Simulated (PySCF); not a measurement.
Computed IR spectrum (relative IR intensity) of a molecule CH₃Cl₂NSi₂. Coordinates come from a B3LYP-D3(BJ)/def2-SVP optimisation. One conformer was computed; it need not be the lowest. Method: PySCF with B3LYP-D3(BJ)/def2-SVP. Frequencies are harmonic and unscaled.

ν (cm⁻¹): 161 (vw), 199 (vw), 284 (w), 462 (w), 545 (vs), 586 (vw), 613 (vs), 657 (m), 750 (m), 767 (vs), 897 (m), 941 (s), 1286 (w), 1580 (m), 2206 (s), 2222 (s), 3027 (m) (against the strongest line: vs over 80 %, s over 45 %, m over 15 %, w over 4 %, vw less)

Which molecule gave these data?
A) Cl[Si@H]1C=N[Si@@H]1Cl
B) Cl[Si]1(Cl)N=C[SiH2]1
C) Cl[Si]1(Cl)C=N[SiH2]1

B, Cl[Si]1(Cl)N=C[SiH2]1
